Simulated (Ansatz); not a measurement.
Computed with Ansatz on PBE0-D4/def2-TZVP structures; ΔE is electronic, products minus reactants. CCSD(T)/CBS adds triple-zeta CCSD(T) − MP2 to the extrapolated MP2 energy (def2 sets, frozen cores). This one scheme is used for every species. Functionals use def2-TZVPP. B3LYP here is the variant with VWN-RPA as its local correlation; programs differ in this. Elements past krypton have def2 core potentials. For In outer-core shells are correlated without core-valence functions, which leaves a few kJ/mol of doubt a bond. Each species was taken in one conformer, which may not be the lowest.

Consider the ligand exchange at the In–O bond: `[OH][In]([F])[SH]` + NH₃ → `[NH2][In]([F])[SH]` + H₂O.

`[OH][In]([F])[SH]`:

Cartesian coordinates in Å:
```
O 0.395 -0.172 -2.003
In 0.021 0.005 -0.085
F 0.508 1.763 0.608
S -0.894 -1.554 1.408
H 0.775 0.638 -2.355
H -0.804 -0.680 2.427
```

NH₃:

Z-matrix (Å, degrees):
```
N
H 1 1.013
H 1 1.013 2 107.1
H 1 1.013 2 107.1 3 -114.5
```

`[NH2][In]([F])[SH]`:

```xyz
7

N    -0.723   -1.041   -1.191
In   -0.005    0.179    0.227
F    -1.147    0.287    1.810
S     1.814    1.675    0.300
H    -0.047   -1.451   -1.819
H    -1.336   -1.765   -0.842
H     1.443    2.115    1.515
```

H₂O:

Z-matrix (Å, degrees):
```
O
H 1 0.960
H 1 0.960 2 105.1
```

| level | ΔE (kcal/mol) | difference from CCSD(T)/CBS |
| --- | --- | --- |
| PBE-D4 | 4.3 | 1.2 |
| r2SCAN-D4 | 4.6 | 1.5 |
| PBE0-D4 | 3.4 | 0.3 |
| B3LYP-D4 | 4.3 | 1.2 |
| ωB97X-V | 4.2 | 1.1 |
| PBE | 4.6 | 1.5 |
| r2SCAN | 4.7 | 1.6 |
| PBE0 | 3.6 | 0.5 |
| B3LYP | 4.7 | 1.6 |
| MP2/def2-TZVPP | 3.0 | -0.1 |
| SCS-MP2/def2-TZVPP | 3.6 | 0.5 |
| MP2/def2-QZVPP | 2.9 | -0.2 |
| SCS-MP2/def2-QZVPP | 3.5 | 0.4 |
| HF/CBS(def2) | 4.6 | 1.5 |
| MP2/CBS(def2) | 2.8 | -0.3 |
| CCSD/CBS(def2) | 3.0 | -0.1 |
| CCSD(T)/CBS | 3.1 | 0 |

Largest T1 diagnostic among the species: 0.016.

In def2-TZVPP, CCSD(T) changes the Hartree–Fock value by −1.2 kcal/mol (the triples alone add +0.1 kcal/mol) and MP2 by −1.5 kcal/mol. From PBE to PBE0 (25 % exact exchange), in def2-TZVPP and without D4, ΔE moves by −0.9 kcal/mol.
